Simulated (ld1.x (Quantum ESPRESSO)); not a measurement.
## chlorine (Cl): one change to a PAW potential, before and after

chlorine (Cl), PAW, made with ld1.x (Quantum ESPRESSO) 7.5 (PBE, non-relativistic). Core [Ne], reference 3s2 3p5. Waves: 3s (bound): rcut 0.95, rcutus 1.25 bohr; 3s channel at 0.5 Ry: rcut 0.95, rcutus 1.25 bohr; 3p (bound): rcut 1.30, rcutus 1.45 bohr; 3p channel at 4.1 Ry: rcut 1.30, rcutus 1.45 bohr; 3d channel at 0.3 Ry: rcut 0.90, rcutus 1.10 bohr; 3d channel at 2.3 Ry: rcut 0.90, rcutus 1.10 bohr. Local part: all-electron potential smoothed inside 0.85 bohr (lloc = -2). Core correction: a·sin(br)/r model core, default radius (ld1.x builds one for every PAW set, though the input has nlcc=.false.). Augmentation charge: PSQ, inside the norm-conserving radii.

All-electron outer shells of the reference configuration (PBE, non-relativistic, ld1.x):

```
shell  level (eV)  outermost node (bohr)  outermost maximum (bohr)
   2p     -191.57                      –                      0.30
   3s      -20.53                   0.56                      1.29
   3p       -8.61                   0.53                      1.43
```

Change: scalar-relativistic; removed wave 3d channel at 2.3 Ry: rcut 0.90, rcutus 1.10 bohr.

Cutoffs: the cutoffs (Ry, on a coarse ladder) from which the occupation-weighted sum of valence levels, in a spherical-Bessel basis at the reference potential, stays within 10 and 1 mRy of its value at 400 Ry; they do not see the model core or the augmentation charge, which bear on the density cutoff. Errors are all-electron minus pseudo energies relative to the spin-unpolarised reference configuration.

Predict the effect on cutoff, ghosts and configuration errors.

The potential gets neither clearly harder nor softer (30 Ry and 45 Ry → 30 Ry and 45 Ry); of the 7 tests that both files solve, the error grows in 3 and shrinks in 2 by more than 15 % and 0.3 meV (median size 1.3 → 0.9 meV); neither file shows a bound ghost.

| quantity | base | changed |
| --- | --- | --- |
| cutoff, loose | 30 Ry | 30 Ry |
| cutoff, tight | 45 Ry | 45 Ry |
| bound ghosts | none | none |
| error for 3s2 3p4, meV [ΔE 13.89 → 13.88 eV] | +0.4 | -0.9 |
| error for 3s2 3p3, meV [ΔE 39.35 → 39.32 eV] | -1.3 | -4.3 |
| error for 3s2 3p2, meV [ΔE 77.66 → 77.63 eV] | -11 | -16 |
| error for 3s2 3p4.5, meV [ΔE 5.59 → 5.58 eV] | +0.2 | -0.3 |
| error for 3s2 3p5.3, meV [ΔE -2.14 eV] | -0.1 | +0.1 |
| error for 3s1 3p5, meV [ΔE 26.41 → 26.58 eV] | +1.8 | +0.1 |
| error for 3s1 3p6, meV [ΔE 11.97 → 12.15 eV] | +2.2 | +1.7 |
| s: phases at 1.60 bohr within 0.05 rad from the reference energy up to (Ry; the scan ends near 5) | to the end of the scan | to the end of the scan |
| p: phases at 1.60 bohr within 0.05 rad from the reference energy up to (Ry; the scan ends near 5) | to the end of the scan | to the end of the scan |
| d: phases at 1.60 bohr within 0.05 rad from the reference energy up to (Ry; the scan ends near 5) | to the end of the scan | to the end of the scan |
| lowest overlap eigenvalue by channel | s 0.46, p 0.70, d 0.96 | s 0.46, p 0.70, d 1.00 |
